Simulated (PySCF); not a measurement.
# Dipole moment and polarisability of `C=CCC[SiH2][SiH2]O`

Species: C4H12OSi2.
Structure used (GFN2-xTB), in Å, numbered top down from 1:
```xyz
19
C4H12OSi2 angstrom
C     -3.466    0.227   -0.401
C     -2.368   -0.279    0.128
C     -0.987    0.230   -0.128
C     -0.150   -0.815   -0.873
Si     1.641   -0.232   -1.184
Si     2.776    0.074    0.796
O      2.066    1.406    1.418
H     -4.442   -0.184   -0.206
H     -3.435    1.085   -1.054
H     -2.426   -1.145    0.777
H     -0.504    0.466    0.824
H     -1.034    1.148   -0.717
H     -0.141   -1.742   -0.294
H     -0.644   -1.050   -1.819
H      2.296   -1.268   -2.002
H      1.571    0.967   -2.036
H      4.219    0.325    0.675
H      2.667   -1.011    1.786
H      2.352    1.807    2.235
```

Level: CAM-B3LYP/def2-SVPD (PySCF), static field, nuclei fixed, core orbitals frozen in the response. The polarisability tensor in these axes (au):

```
x   134.19  -2.75   7.78
y    -2.75  91.75  -0.20
z     7.78  -0.20 100.30
```

Question: Give the principal values, the mean and the anisotropy Δα = √{½[(α1 − α2)² + (α2 − α3)² + (α1 − α3)²]}.

Answer: Principal values 91.56, 98.62 and 136.06 au; mean 108.75 au = 16.12 Å³ = 17.93 × 10⁻⁴⁰ C²·m²/J; Δα = 41.42 au (38 % of the mean).

Question: What is the dipole moment, and where does it point?

Answer: (0.53, -0.05, 1.09) D, 1.22 D in size, pointing from the negative to the positive side. Measured along this direction, the outermost atoms are H9 at the negative end and H19 at the positive end.

Question: What would n − 1 = 2πNα be for an ideal gas of these molecules at 500 K and 1 atm, electronic part alone?

Answer: N = p/kT = 1.4678 × 10¹⁹ cm⁻³, so n − 1 = 2π × N × 16.12 × 10⁻²⁴ cm³ = 1486 × 10⁻⁶ at long wavelengths, for an ideal gas.

Question: Along which axes do the principal values lie, and how far do the nuclei extend along each?

Answer: Largest value along (0.98, -0.06, 0.21), where the nuclei span 8.60 Å; middle along (-0.21, 0.06, 0.98), 4.29 Å; least along (0.07, 1.00, -0.04), 3.61 Å. The response follows the extents in order.

Question: In TDDFT the mean static polarisability is Σ f/ω² over all singlet excitations (ω in hartree). How much of it do the 8 lowest give? Their energies (eV) and oscillator strengths: 6.56, 0.0433; 6.88, 0.0015; 7.13, 0.2275; 7.26, 0.0193; 7.31, 0.0968; 7.44, 0.3378; 7.76, 0.0575; 7.77, 0.0055.

Answer: They add up to 10.98 au, 10.1 % of the 108.75 au; the largest single term is 4.51 au, from the state at 7.44 eV. Terms in order: 0.74, 0.02, 3.31, 0.27, 1.34, 4.51, 0.71, 0.07 au. Higher excitations give the rest. The strengths listed sum to 0.789.

Geometry: GFN2-xTB, one conformer, isolated molecule.
